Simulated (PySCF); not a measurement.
**The third ionisation energy along group 13**

All values are computed (PySCF 2.14, energy differences of UHF-based or UKS calculations, no spin-orbit coupling). Values in eV. The last column holds reference values (NIST; (s) semi-empirical, (t) theoretical, else measured). Unmarked ones compare directly (S terms, centres of terms, or small fine structure); those marked * lie between the lowest fine-structure levels and include a spin-orbit shift.

```json
{"element": "B (ANO-RCC-VTZP, spin-free X2C)", "configurations": "[He] 2s1 → 1s2", "UHF": "37.822", "CCSD (valence and next inner shell)": "37.868", "CCSD(T) (valence and next inner shell)": "37.869", "LDA": "37.897", "PBE": "38.286", "PBE0": "38.229", "reference": "37.931"}
{"element": "Ga (ANO-RCC-VTZP, spin-free X2C)", "configurations": "[Ar] 3d10 4s1 → [Ar] 3d10", "UHF": "29.642", "CCSD (valence and next inner shell)": "30.404", "CCSD(T) (valence and next inner shell)": "30.431", "LDA": "31.852", "PBE": "31.530", "PBE0": "31.145", "reference": "30.726"}
{"element": "In (ANO-RCC-VTZP, spin-free X2C)", "configurations": "[Kr] 4d10 5s1 → [Kr] 4d10", "UHF": "26.609", "CCSD (valence and next inner shell)": "27.798", "CCSD(T) (valence and next inner shell)": "27.872", "LDA": "28.930", "PBE": "28.523", "PBE0": "28.173", "reference": "28.044"}
{"element": "Tl (ANO-RCC-VTZP, spin-free X2C)", "configurations": "[Xe] 4f14 5d10 6s1 → [Xe] 4f14 5d10", "UHF": "28.179", "CCSD (valence and next inner shell)": "29.551", "CCSD(T) (valence and next inner shell)": "29.638", "LDA": "30.755", "PBE": "30.324", "PBE0": "29.967", "reference": "29.852"}
```

**Question.** Fill in the row of Al (ANO-RCC-VTZP, spin-free X2C) ([Ne] 3s1 → [Ne]).

**Answer.** UHF 28.088; CCSD (valence and next inner shell) 28.266; CCSD(T) (valence and next inner shell) 28.268; LDA 28.838; PBE 28.847; PBE0 28.717; reference 28.448 (eV).

"Valence" correlates the outer s and p shells and, in groups 3 to 12 and the f block, the outer d or f shell, open or full, or the next shell where the ion has no valence electron left; the wider scheme adds the next inner shell.
